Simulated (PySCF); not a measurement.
## TDDFT excited states: C4H7FO2Si

Compound: C4H7FO2Si.
Z-matrix (Å and degrees, GFN2-xTB geometry), rows numbered from 1:
```
O 
C   1  1.2005
C   2  1.5172  1  128.85
C   3  1.5452  2   99.05  1   169.70
O   4  1.4283  3  114.85  2   123.28
C   5  1.3610  4  115.76  3    76.73
F   6  1.3810  5  112.12  4   -74.31
Si  4  1.9389  3   92.92  2     7.57
H   3  1.0901  2  113.77  1    46.57
H   3  1.0914  2  109.46  1   -74.00
H   4  1.0978  3  111.56  2  -112.82
H   6  1.1039  5  113.14  4    44.71
H   6  1.0957  5  108.18  4   168.73
H   8  1.4601  2  117.33  1   -59.29
H   8  1.4548  2  116.59  1    80.55
```

Method: TDDFT wB97X-D/def2-SVPD, vertical, gas phase, core orbitals frozen in the response in PySCF 2.14.0, density-fitted response routines.

List the vertical singlet excitations with oscillator strengths and describe the spectrum.

```csv
state,E (eV),λ (nm),ν̃ (cm⁻¹),f,"main configurations (H = HOMO, L = LUMO)"
S1,3.19,388.6,25740,0.0012,H→L (96%)
S2,5.72,216.7,46150,0.052,H→L+1 (91%)
S3,5.90,210.0,47610,0.0016,H-1→L (93%)
S4,6.63,186.9,53490,0.0016,"H-2→L (79%), H-3→L (9%)"
S5,6.72,184.6,54160,0.0079,"H→L+2 (75%), H→L+3 (20%)"
S6,7.18,172.6,57950,0.043,H-1→L+1 (87%)
S7,7.46,166.1,60190,0.051,"H→L+3 (55%), H→L+2 (13%), H→L+7 (10%)"
S8,7.62,162.6,61480,0.019,"H→L+8 (24%), H→L+4 (20%), H→L+5 (12%)"
```

Triplets (Tamm–Dancoff): T1 2.60 eV, H→L (96%); T2 5.22 eV, H→L+1 (89%); T3 5.63 eV, H-1→L (49%), H-4→L (20%), H-2→L (10%).

The lowest singlet comes at 389 nm (308 kJ/mol) in the visible; it is very weak; its leading configuration is HOMO→LUMO (96%). The largest oscillator strength of a single state is 0.052. Löwdin shares by element: HOMO oxygen 46% or more, carbon 31% or more, silicon 14%; LUMO carbon 43% or more, oxygen 26% or more, silicon 14% (atoms not listed hold the other 18%). Of the 8 states listed, 4 reach f = 0.01 and none stays under 0.0005. The listed states span 4.43 eV, and the widest gap between neighbours is 2.53 eV (S1 to S2). The oscillator strengths of these states sum to 0.176; summed over the whole spectrum of an exact calculation they would give the number of electrons, 70 (Thomas–Reiche–Kuhn). S1 lies in the visible range (380 to 750 nm), at 389 nm, f = 0.0012; light of that wavelength is violet, and its complementary colour is yellow-green; a Tamm–Dancoff triplet lies at 476 nm, without intensity as long as spin–orbit coupling is left out. The window holds the lowest 8 singlets.

On an Arm Neoverse N1 with one thread (shared host), this took 95 s of wall time and 0.96 GiB of memory at its peak.

One conformer stands for the species.
